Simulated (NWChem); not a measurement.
A series in which one site is exchanged, each optimised at PBE0/def2-SVP with NWChem, gas phase unless a solvent is named. This build's default masses of Se (78.918 u) and Br (79.917 u) are each other's, which moves their modes by up to 0.6 %. For some, no frequency run checked for a minimum. def2 effective core potentials on I; no spin-orbit coupling.

A: Cl[SiH2]Cl (SiH₂Cl₂; site = Cl)
B: Cl[SiH2]I (SiH2ICl; site = I)
C: Cl[SiH2]Br (SiH2BrCl; site = Br)
D: [SiH3]Cl (SiH₃Cl; site = H)

| quantity | A | B | C | D |
|---|---|---|---|---|
| dipole (D), PBE0/def2-SVP | 1.34 | 1.20 | 1.28 | (withheld) |
| orbital gap (eV), PBE0/def2-SVP | 9.36 | 7.07 | 8.51 | (withheld) |
| static polarisability, B3LYP/def2-SVPD (bohr³) | 54.4 | 76.9 | 62.5 | (withheld) |
| lowest singlet excitation, B3LYP/def2-SVPD, TDA (eV) | 7.20 | 5.29 | 6.48 | (withheld) |

Problem. Fill in the missing entries.

Solution. 
- dipole (D), PBE0/def2-SVP, D: 1.38
- orbital gap (eV), PBE0/def2-SVP, D: 9.12
- static polarisability, B3LYP/def2-SVPD (bohr³), D: 42.9
- lowest singlet excitation, B3LYP/def2-SVPD, TDA (eV), D: 7.12
